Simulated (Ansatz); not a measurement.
Mulliken charges of F2H4O2Si2, SMILES `O[SiH](O)[SiH](F)F` from r2SCAN/def2-TZVPP in Ansatz (PBE0-D4/def2-TZVP geometry).

```csv
atom,x (Å),y (Å),z (Å),charge (e)
O1,-0.564,-1.878,-0.599,-0.389
Si2,0.498,-0.862,0.131,0.525
O3,0.488,-0.906,1.771,-0.389
Si4,-0.034,1.344,-0.535,0.670
F5,-1.377,1.284,-1.403,-0.320
F6,-0.394,2.178,0.783,-0.321
H7,-1.461,-1.579,-0.753,0.207
H8,1.838,-1.331,-0.274,-0.089
H9,-0.116,-0.335,2.247,0.207
H10,0.948,2.146,-1.304,-0.101
```

By hand: the dipole of these point charges (1 e Å = 4.8032 D).

Σ q r = (0.250, -0.074, -0.083) e Å, of length 0.274 e Å = 1.32 D.

How does the dipole of the full density compare? (An estimate is asked.)

The calculation gave: (-0.118, 0.097, 0.014) e Å, 0.74 D; the point charges give 1.78 times that, at 154° from its direction, so they point the opposite way.

Point charges leave out the atoms' own dipoles, such as those of lone pairs, and Mulliken's split depends on the basis, so the two needn't agree.
